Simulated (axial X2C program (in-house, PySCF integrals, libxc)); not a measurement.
WB⁻: properties at the nuclei

Calculated with an in-house all-electron X2C program for linear molecules (integrals from PySCF): two-component X2C with atomic mean-field Coulomb and Gaunt terms, Gaussian nuclei, basis W dyall-acv3z, B dyall-av3z with contracted cores.

R = 1.984 Å (near the PBE0 minimum at charge -1 of the determinant lowest at the starting distance; the state shown can have its own minimum elsewhere).

Determinant lowest in the PBE0 search, Ω = 3 (⟨Sz⟩ = 1.95, ⟨Lz⟩ = 1.05 at PBE0), spin on the atoms W 1.69, B 0.26:

```csv
level,Eeff magnitude (GV/cm),Ws magnitude W (kHz),A∥/gI W (MHz),qzz W (a.u.),A∥/gI B (MHz),qzz B (a.u.)
PBE0,15.8,6.18,533,-1.96,14.9,-0.12
HF,57,20.7,845,-0.87,19.6,-0.14
PBE,0.688,0.435,528,-2.70,12.9,-0.15
LDA,1.28,0.076,392,-2.80,12.7,-0.13
r2SCAN,10.3,4.31,877,-2.30,17.1,-0.15
```

Eeff is the effective electric field on the electron electric dipole moment in this Ω state and Ws the scalar–pseudoscalar constant of the nucleus named (defined with the proton number Z and per Ω); A∥ (defined per Ω) follows by multiplying with gI = μI/(I μN); qzz is the electric field gradient, eQq0 = 234.96 MHz × Q/barn × qzz. The operators were transformed with the bare-nucleus X2C matrices; with these basis sets, hyperfine constants and field gradients can be off by tens of per cent, and where levels differ in sign neither size nor sign is settled.

With gI(11B) = 1.7924, Q(11B) = 0.04059 barn (g factors from the IAEA table of nuclear moments by Stone; Q from Pyykkö, Mol. Phys. 2018), turn the PBE0 values of the first state into constants in MHz.

A∥(11B) = 14.9 × 1.7924 = 26.7 MHz; eQq0(11B) = 234.96 × (0.04059) × (-0.12) = -1.14 MHz.

Each state is one determinant with collinear spin, which with several unpaired electrons need not be a pure state. Unrestricted Hartree–Fock can overshoot spin polarisation at the nuclei. In the state Ω = 3 the sign of Eeff differs between levels (PBE, LDA against PBE0). For an anion, determinants above electron detachment, or with a positive highest level, are held by the basis set. With several open shells hyperfine constants can be off by a factor of several. Where Eeff spreads by more than a factor of two the levels disagree and none is to be relied on. Open-shell Ω = 0 determinants with evenly filled partner blocks cannot be reached by this program, so the Ω shown need not be the lowest component. At LDA a later determinant lies lower. States lie within half an eV, so the first need not be the ground state. Further determinants of the search, some of them spin-mixed, are not shown. Where a field gradient or hyperfine factor spreads by more than a factor of two over the levels, a constant derived from it is not to be relied on.
